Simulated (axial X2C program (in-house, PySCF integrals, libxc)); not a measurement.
Ω levels of CrH from open-shell CI on d5 s0 p(π)0

Calculated with an in-house all-electron X2C program for linear molecules (integrals from PySCF): two-component X2C with atomic mean-field Coulomb and Gaunt terms, basis Cr dyall-v3z, H dyall-v3z (cores contracted in-house). Orbitals come from Hartree–Fock averaged over the configuration Cr d5 s0 p(π)0; CI then distributes these electrons over the d, s, p(π) shells of Cr.

R = 1.724 Å (near the minimum of the configuration average).

Active spinors (ω > 0):

| shell | ω | ε (eV) | character |
| --- | --- | --- | --- |
| d | 1/2 | -0.62 | 77% Cr d, 20% Cr s |
| d | 1/2 | -0.43 | 98% Cr d |
| d | 3/2 | -0.42 | 99% Cr d |
| d | 3/2 | -0.31 | 100% Cr d |
| d | 5/2 | -0.27 | 100% Cr d |
| s | 1/2 | 2.24 | 59% Cr s, 35% Cr p, 4% H s |
| p(π) | 1/2 | 1.01 | 100% Cr p |
| p(π) | 3/2 | 1.01 | 100% Cr p |

Lowest levels of this model:

```tsv
Ω	energy (cm⁻¹)	g∥	μ (D)	configuration
1/2	0	2.00	-4.83	100% d5
3/2	1	6.01	-4.83	100% d5
5/2	3	10.01	-4.83	100% d5
1/2	22052	2.00	-4.91	100% d5
3/2	22059	6.00	-4.91	100% d5
1/2	23781	3.98	-4.87	100% d5
1/2	23796	0.05	-4.87	100% d5
3/2	23820	3.94	-4.87	100% d5
5/2	23849	7.97	-4.87	100% d5
3/2	24054	2.06	-4.84	100% d5
5/2	24104	6.03	-4.84	100% d5
7/2	24153	10.00	-4.84	100% d5
5/2	24391	4.00	-4.81	100% d5
7/2	24407	8.01	-4.81	100% d5
9/2	24422	12.01	-4.81	100% d5
7/2	24764	6.00	-4.84	100% d5
9/2	24773	10.00	-4.84	100% d5
11/2	24782	14.01	-4.84	100% d5
```

g∥ is the magnitude of 2⟨Lz + ge Sz⟩ for the +Ω component. μ is positive if the H end is positive.

(1) From Ω and g∥ of the lowest level, whose 2⟨Lz + ge Sz⟩ is positive, find ⟨Sz⟩ and ⟨Lz⟩ (ge = 2.0023).

Occupations of the active spinors in the lowest level by ω, shell by shell in order of energy: -5/2: 0.39; -3/2: 0.41 0.59 0.00; -1/2: 0.40 0.60 0.00 0.00; 1/2: 0.60 0.41 0.00 0.00; 3/2: 0.59 0.42 0.00; 5/2: 0.59. The leading determinant has weight 0.10 among 649.

This point took 0.41 s on 1 thread of Arm Neoverse V1, with other jobs on the host.

There is no dynamic correlation: spin–orbit spacings and, for f shells, spacings inside one term are the most reliable numbers, splittings between terms come out too wide, and energies between configurations are not reliable, so the lowest level need not be the ground state of the molecule. For d shells the ligand-field splittings (σ, π, δ) and their order can be off by a thousand cm⁻¹ or more. At most 4 roots were kept for each Ω > 0 (twice that for Ω = 0) within 3.2 eV of the lowest, so higher up levels can be missing between those listed; levels with Ω > 0 are doubly degenerate and listed once, Ω = 0 levels singly. Some active spinors are only partly of the character that their shell is named for, so the shell names and counts are nominal. States that fill the shells left empty in the average are placed too high.

Results:

(1) Ω = ⟨Lz⟩ + ⟨Sz⟩ = 1/2 and ⟨Lz⟩ + ge⟨Sz⟩ = 1.000, so ⟨Sz⟩ = 0.50 and ⟨Lz⟩ = 0.00.
